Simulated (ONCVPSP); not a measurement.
beryllium: variants of one ONCV potential

Base potential:

```
Element                 : beryllium
Generator               : ONCVPSP 4.0.1
Type                    : optimised norm-conserving Vanderbilt (ONCV)
Functional              : LDA (Perdew-Zunger)
Relativity              : fully relativistic
Frozen core             : [He]
Valence charge          : 2
Reference configuration : 2s2
Partial waves           : 2s: rc 1.40 bohr, ncon 5, nbas 8, qcut 5.3 1/bohr, 2 projectors, debl 0.4 Ha; p scattering state at 0.08 Ha: rc 1.10 bohr, ncon 3, nbas 7, qcut 6.8 1/bohr, 2 projectors, debl 2.6 Ha; d scattering state at 0.16 Ha: rc 1.35 bohr, ncon 5, nbas 8, qcut 6.2 1/bohr, 2 projectors, debl 3.4 Ha
Local potential         : polynomial inside 1.00 bohr (lpopt 5, dvloc0 0 Ha)
Core correction         : Teter function, fcfact 1.75, rcfact 1.35
```

Open shells are filled in proportion to 2j + 1.

Cutoffs, loose and tight: the cutoffs (Ha) at which the residual kinetic energy of the hardest occupied pseudo-wave falls to 1 and 0.1 mHa per electron. They do not see the model core or the augmentation charge, which bear on the density cutoff. Test errors are all-electron minus pseudo excitation energies from the reference, over the configurations 2s1; 2s1.5; 2s1 2p1; 2s0 2p2. A dash means not determined; rows that change the core or the reference have their own tests.

A true bound ghost makes a file unfit for plane-wave use even where its test errors are small: the radial tests pick states by their node count and pass the ghost by.

```csv
change,outcome,"cutoff, loose","cutoff, tight",bound ghosts,GHOST(+) flags above zero,largest test error (meV)
base,generated,16 Ha,73 Ha,s,none,+17
"core correction Teter function, fcfact 1.4, rcfact 1.35",generated,16 Ha,73 Ha,s,none,+18
"core correction Teter function, fcfact 2.3, rcfact 1.35",generated,16 Ha,73 Ha,s,none,+16
"core correction Teter function, fcfact 3.1, rcfact 1.35",generated,16 Ha,73 Ha,s,none,+15
"core correction Teter function, fcfact 3.8, rcfact 1.35",generated,16 Ha,73 Ha,s,none,+15
"core correction Teter function, fcfact 4.8, rcfact 1.35",generated,16 Ha,73 Ha,s,none,+14
"core correction Teter function, fcfact 5.6, rcfact 1.35",generated,16 Ha,73 Ha,s,none,+13
"core correction Teter function, fcfact 6.8, rcfact 1.35",generated,16 Ha,73 Ha,s,none,+12
"core correction Teter function, fcfact 7.5, rcfact 1.35",generated,16 Ha,73 Ha,s,none,+12
```

Reading the sweep of the fcfact (base included, trends over the rows without a ghost): Bound ghosts are found at 1.4, 1.75, 2.3, 3.1, 3.8, 4.8, 5.6, 6.8, 7.5. Every judged row has one, so this setting neither creates nor removes them.
